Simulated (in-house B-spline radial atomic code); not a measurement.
# Ionising neutral silicon with different functionals

Computed with an all-electron radial atomic-structure program (B-spline basis): scalar-relativistic (spin-free X2C) Hamiltonian, Fermi nucleus of rms radius 3.1224 fm, spin-polarised at highest spin, spherical fractional occupations for the functionals, and exact exchange of hybrids averaged over the configuration. The ionisation energy is the difference of two self-consistent energies, [Ne] 3s2 3p2 → [Ne] 3s2 3p1, without Breit or QED terms; ε is the level of the shell that loses the electron (its least bound occupied spin orbital).

```json
{"method": "PBE0", "rung": "global hybrid", "ΔSCF (eV)": "8.27", "-ε(3p) (eV)": "5.63"}
{"method": "B3LYP", "rung": "global hybrid", "ΔSCF (eV)": "8.15", "-ε(3p) (eV)": "5.29"}
{"method": "TPSSh", "rung": "global hybrid", "ΔSCF (eV)": "8.31", "-ε(3p) (eV)": "5.08"}
{"method": "BHandHLYP", "rung": "global hybrid", "ΔSCF (eV)": "8.00", "-ε(3p) (eV)": "6.35"}
{"method": "r2SCAN0", "rung": "global hybrid", "ΔSCF (eV)": "8.37", "-ε(3p) (eV)": "5.78"}
{"method": "B97-1", "rung": "global hybrid", "ΔSCF (eV)": "8.11", "-ε(3p) (eV)": "5.30"}
{"method": "HSE06", "rung": "range-separated hybrid", "ΔSCF (eV)": "?", "-ε(3p) (eV)": "?"}
{"method": "wB97X", "rung": "range-separated hybrid", "ΔSCF (eV)": "8.12", "-ε(3p) (eV)": "7.78"}
{"method": "CAM-B3LYP", "rung": "range-separated hybrid", "ΔSCF (eV)": "8.13", "-ε(3p) (eV)": "6.73"}
{"method": "LC-wPBE", "rung": "range-separated hybrid", "ΔSCF (eV)": "?", "-ε(3p) (eV)": "?"}
```

Q: What does LC-wPBE give?

A: ΔSCF 8.34 eV, and -ε(3p) = 8.22 eV.

Q: What does HSE06 give?

A: ΔSCF 8.26 eV, and -ε(3p) = 5.23 eV.

Q: Among the functionals, which spreads more, the ΔSCF values or the orbital energies?

A: The orbital energies: ΔSCF values span about 0.36 eV and the orbital energies 3.14 eV; here energy differences depend much less on the functional than eigenvalues do.

Q: How do they compare with the NIST value?

A: NIST lists 8.152 eV (measured, ground level to ground level). Errors run from -0.15 to +0.21 eV; B3LYP is closest (+0.00 eV), but part of that can be cancellation, since the calculations leave out spin-orbit coupling, Breit-QED terms, multiplet and fine-structure energies.
